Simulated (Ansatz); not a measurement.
The same path of AlCl3H5HfNO (12 atoms, charge 0, multiplicity 1) was run twice with different band settings. Lost on the way: Cl7–Al9, O8–H12. Made: N2–H12.

Level of theory: Ansatz, RHF/def2-SVP.

Relaxed end points:

```xyz
12
Properties=species:S:1:pos:R:3
Hf 0.247 -0.154 0.446
N -0.251 0.369 2.314
H -0.892 1.109 2.550
H 0.138 -0.014 3.160
Cl 2.464 0.635 -0.074
Cl -1.060 1.344 -0.888
Cl -1.343 -2.129 -0.297
O 1.211 -2.046 0.898
Al 0.216 -3.590 0.657
H 0.869 -4.496 -0.451
H -0.367 -4.130 2.014
H 2.154 -2.079 0.999
```

```xyz
12
Properties=species:S:1:pos:R:3
Hf 0.165 -0.515 -0.060
N 0.382 0.139 2.287
H 0.251 1.131 2.420
H 1.291 -0.091 2.660
Cl 2.245 0.718 -0.192
Cl -1.979 0.567 0.269
Cl -0.090 -1.050 -2.392
O 0.302 -2.300 0.647
Al 0.354 -3.997 0.862
H 1.131 -4.882 -0.175
H -0.357 -4.573 2.143
H -0.308 -0.327 2.857
```

Common settings: movable images 7; climbing image yes; spring 5.0 eV/Å²; start path through a guess of the saddle point; force threshold 0.05 eV/Å; iteration limit 60; end points relaxed.

| run | optimiser |
| --- | --- |
| 1 | quadratic models (default) |
| 2 | lbfgs |

**Question.** What does each run give, and how far can it be trusted?

**Answer.** Run 1: converged after 26 iterations, highest image 1.016 eV above the first end. The profile has 2 maxima (images 2, 4) with wells between them (image 3): this band takes more than one step, which may be the mechanism or a detour left from its start path. Neighbouring images differ by up to 1.5 eV, so the band resolves the path poorly. A vibrational analysis at the climbing image gives one clearly imaginary mode, 1663i cm⁻¹: a first-order saddle point.
Run 2: not converged after 60 iterations, highest image 1.271 eV above the first end. The band didn't meet its force threshold, so its energies are provisional: the largest band force was still 1.36 eV/Å, and over the last iterations the top moved between 1.27 and 1.48 eV.
The orbitals stay closed-shell, which can raise the energy where a bond breaks towards radicals; this wasn't checked here.
